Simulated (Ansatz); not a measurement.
Program: Ansatz. Geometries: PBE0-D4/def2-TZVP. ΔE: electronic, gas phase. CCSD(T)/CBS adds triple-zeta CCSD(T) − MP2 to the extrapolated MP2 energy (def2 sets, frozen cores). Functionals use def2-TZVPP. B3LYP here is the variant with VWN-RPA as its local correlation; programs differ in this. For Ge outer-core shells are correlated without core-valence functions, which leaves a few kJ/mol of doubt a bond. Scalar relativity is left out up to krypton. One conformer a species, not always the lowest.

Reaction (cleavage of the Si–Ge bond): `[NH2][GeH2][SiH2]F` + `B[SiH2]O` → `B[SiH2]O[SiH2]F` + `[NH2][GeH3]`

| level | ΔE (kJ/mol) |
| --- | --- |
| r2SCAN-D4 | -126.0 |
| PBE0-D4 | -115.8 |
| B2PLYP | -132.8 |
| B3LYP | -127.2 |
| SCS-MP2/def2-TZVPP | -140.0 |
| CCSD(T)/def2-TZVPP | -132.1 |
| MP2/def2-QZVPP | -136.9 |
| SCS-MP2/def2-QZVPP | -140.6 |

(1) What does CCSD(T)/CBS give? (An estimate is asked.)

Largest T1 diagnostic among the species: 0.012.

Results:

(1) Computed: -130.9 kJ/mol. The listed levels differ from it by 4.9, 15.1, -1.9, 3.7, -9.1, -1.2, -6.0, -9.7 kJ/mol.

From PBE to PBE0 (25 % exact exchange), in def2-TZVPP and without D4, ΔE moves by −10.0 kJ/mol. In def2-TZVPP, CCSD(T) changes the Hartree–Fock value by +23.3 kJ/mol (the triples alone add +2.9 kJ/mol) and MP2 by +18.7 kJ/mol.
